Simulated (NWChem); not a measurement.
System: C3, singlet; SMILES [C]=C=[C]

The following NWChem deck was run.

```
start job
memory heap 200 mb stack 900 mb global 1100 mb
geometry units angstroms
  C     -1.294953     0.065143     0.019939
  C      0.000451     0.008371    -0.000002
  C      1.294503    -0.073514    -0.019937
end
basis spherical
  C library def2-svp
end
dft
  xc becke88 lyp
  iterations 150
end
driver
  maxiter 120
end
task dft optimize
task dft freq
```

Low-valent species are run as closed-shell singlets; no triplet was tried in these runs.

The level has its own optimisation; frequencies are unscaled.

Problem. Predict the main results of this run. (BLYP/def2-SVP.) Quantities: r C–C (Å); highest harmonic frequency (cm⁻¹); lowest (cm⁻¹); zero-point energy (kcal/mol).

Solution. 
```
Property                           Value
---------------------------------  -----
r C–C (Å)                          1.310
highest harmonic frequency (cm⁻¹)   2089
lowest (cm⁻¹)                        169
zero-point energy (kcal/mol)         4.9
```
